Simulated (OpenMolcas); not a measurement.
An OpenMolcas run meant for neutral scandium (ANO-RCC-VDZ, DKH2; inactive shells 1s 2s 2p 3s 3p; intended active space 3 electrons in 6 orbitals (3d 4s)). One step of its input:

```
&CASPT2
Multistate=10 1 2 3 4 5 6 7 8 9 10
Frozen=2 3
IPEA=0.25
Imaginary=5.0
MaxIter=60
WThr=0.0 0.3 0.05
PrWF=0.5
NoMix
```

The run finished. Its levels beside those of a sound run (SS-CASPT2, IPEA 0.25 Eh, imaginary shift 0.1 Eh (closed shells correlated: 3s 3p)), in cm⁻¹ above each run's lowest level:

| Level | This run | Usual run |
| --- | --- | --- |
| 3d 4s² ²D_3/2 | 0.0 | 0.0 |
| 3d 4s² ²D_5/2 | 139 | 139 |
| 3d² 4s ⁴F_3/2 | 7793 | 14938 |
| 3d² 4s ⁴F_5/2 | 7840 | 14986 |
| 3d² 4s ⁴F_7/2 | 7906 | 15052 |
| 3d² 4s ⁴F_9/2 | 7991 | 15137 |
| 3d² 4s ²F_5/2 | 15082 | 19925 |
| 3d² 4s ²F_7/2 | 15218 | 20061 |
| 3d² 4s ⁴P_1/2 | 16211 | 21811 |
| 3d² 4s ⁴P_3/2 | 16239 | 21837 |
| 3d² 4s ⁴P_5/2 | 16282 | 21877 |
| 3d² 4s ²D_3/2 | 17612 | 22607 |
| 3d² 4s ²D_5/2 | 17624 | 22623 |
| 3d² 4s ²P_1/2 | 22847 | 25644 |

Problem. Which setting is unsound, and how much does it matter here?

Solution. The level shift is far above the usual 0.1 to 0.3 hartree and damps the second-order energy. Against the sound run the excited levels shown move by 5200 cm-1 on average and by 7100 cm-1 at most.

CASPT2 does not keep the components of a term degenerate, so their means are used; among the terms shown or strongly mixed into the levels shown the widest spread is 680 cm-1 (3d² 4s ²F, the sound run). A single d shell beside an s shell can misplace configurations of different d count against each other. Only configurations of the active space appear.
